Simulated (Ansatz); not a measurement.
Consider the formal exchange of groups at a B–C bond: `CBCN` + `OCCCS` → `CBCCO` + `NCCS`.

Gas-phase electronic energies from Ansatz, PBE0-D4/def2-TZVP geometries. CCSD(T)/CBS is the MP2 limit (def2-TZVPP, def2-QZVPP) plus CCSD(T) − MP2 in def2-TZVPP, frozen cores. Functionals use def2-TZVPP. B3LYP here is the variant with VWN-RPA as its local correlation; programs differ in this. One conformer a species, not always the lowest.

Task: Is it downhill or uphill in electronic energy at CCSD(T)/CBS, and by how much? (Best estimate.)

Result: The calculation gave: Downhill: ΔE = -13.2 kJ/mol.

Task: What do these levels give: PBE-D4, PBE0-D4, B3LYP-D4, MP2/def2-TZVPP, CCSD/def2-TZVPP, MP2/CBS(def2)? (Estimate.)

Result: Ansatz gave: PBE-D4 -13.6, PBE0-D4 -13.3, B3LYP-D4 -13.0, MP2/def2-TZVPP -14.7, CCSD/def2-TZVPP -12.4, MP2/CBS(def2) -14.4 kJ/mol.

Largest T1 diagnostic among the species: 0.010.

In def2-TZVPP, CCSD(T) changes the Hartree–Fock value by −5.4 kJ/mol (the triples alone add −1.0 kJ/mol) and MP2 by −6.7 kJ/mol. The D4 term adds −3.1 kJ/mol with B3LYP and −1.6 kJ/mol with PBE0; it sums over pairs of atoms, weighted by their polarisabilities, and B3LYP, whose exchange is more repulsive, gets the larger term.
